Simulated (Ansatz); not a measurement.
Single points on B(NH3)F3 (BNF3H3).

```yaml
crystal:
  periodic: [false, false, false]
  atoms:
    - {symbol: B, position_ang: [-0.002315, 0.003052, -0.856416]}
    - {symbol: N, position_ang: [0.002256, -0.002949, 0.831197]}
    - {symbol: H, position_ang: [-0.953866, 0.034391, 1.190382]}
    - {symbol: H, position_ang: [0.515189, 0.805315, 1.189231]}
    - {symbol: H, position_ang: [0.448282, -0.852384, 1.183476]}
    - {symbol: F, position_ang: [1.326569, -0.027539, -1.183013]}
    - {symbol: F, position_ang: [-0.640565, 1.171662, -1.173419]}
    - {symbol: F, position_ang: [-0.695560, -1.131537, -1.181429]}
basis:
  gaussian: {orbitals: def2-TZVP, initial_orbitals: start.molden}
hamiltonian: {xc: {name: BLYP}, dispersion: d4}
scf: {omitted_lower_state_checks: [starts]}
output: {orbitals: {seedname: orbitals}}
```

The file start.molden holds the orbitals of an earlier run on this structure, at another level or in another basis.

```sh
$ ansatz run in.yaml --threads 4 --pin off --events-out ev --progress --plain --max-ram 3916MiB
```

It prints (some lines left out):

```
Functional definition: BLYP
924 factors; their error is unknown
mean field evaluation 1: about -10374.5538 eV, gradient 1.6e1 eV
mean field evaluation 2: about -10374.7855 eV, gradient 2.1e-1 eV
mean field evaluation 4: about -10374.7657 eV, gradient 3.3e-4 eV
mean field -10374.76569622 eV, -381.2656070674 hartree, gradient 7.2e-6 eV, S^2 0.000000; 0 other end points of the search recorded, 0 dependent functions left out
reference -10374.76600423 eV, -381.2656183866 hartree; 21, 21 occupied and 152, 152 virtual orbitals, 924 factors
Total energy: -10375.01226446 eV, -381.2746682831 hartree
Checks for a lower state left out: starts
```

Hardware: 4 threads of Arm Neoverse V1 on a shared host. Wall time 1.1 s.

As the first input, with `hamiltonian: {xc: hf}` (abridged; 0.7 s):

```
Functional definition: HF
mean field -10329.12441336 eV, -379.5883208588 hartree, gradient 2.1e-5 eV, S^2 0.000000
Total energy: -10329.12441336 eV, -379.5883208588 hartree
Checks for a lower state left out: starts
```

The first input with `hamiltonian: {xc: lda}` (abridged; 0.7 s):

```
Functional definition: SPW92
mean field -10304.61964513 eV, -378.6877872365 hartree, gradient 2.0e-5 eV, S^2 0.000000
Total energy: -10304.61968152 eV, -378.6877885739 hartree
Checks for a lower state left out: starts
```

As the first input, with `hamiltonian: {xc: r2scan, dispersion: d4}` (abridged; 2.2 s):

```
Functional definition: r2SCAN
mean field -10371.78826725 eV, -381.1561885709 hartree, gradient 1.3e-5 eV, S^2 0.000000
Total energy: -10371.81372745 eV, -381.1571242158 hartree
Checks for a lower state left out: starts
```

As the first input, with `hamiltonian: {xc: {name: B2PLYP}}` and without the key `output` (abridged; 2.6 s):

```
Functional definition: B2PLYP
mean field -10360.97115039 eV, -380.7586668585 hartree, gradient 9.9e-7 eV, S^2 0.000000
5 core orbitals not correlated: weight in the atoms' cores, before any rotation towards them, 1.000 or more for the frozen orbitals, at most 0.000 for the correlated occupied ones
second order -34.42088443 eV of doubles, -0.00000000 eV of singles
Total energy: -10370.26492546 eV, -381.1002067926 hartree
Checks for a lower state left out: starts
```

First input, but with `hamiltonian: {xc: pbe, dispersion: d4}` (abridged; 1.1 s):

```
Functional definition: PBE
mean field -10365.56578632 eV, -380.9275166143 hartree, gradient 1.2e-5 eV, S^2 0.000000
Total energy: -10365.67192979 eV, -380.9314173150 hartree
Checks for a lower state left out: starts
```

The first input with `gaussian: {orbitals: def2-SVP, initial_orbitals: start.molden}`, `hamiltonian: {xc: pbe, dispersion: d4}` (abridged; 0.55 s):

```
Functional definition: PBE
mean field -10352.96272667 eV, -380.4643627151 hartree, gradient 1.1e-5 eV, S^2 0.000000
Total energy: -10353.06885834 eV, -380.4682629821 hartree
Checks for a lower state left out: starts
```

Geometry: r2SCAN-D4/def2-SVP.

Correlated methods freeze 5 core orbitals.
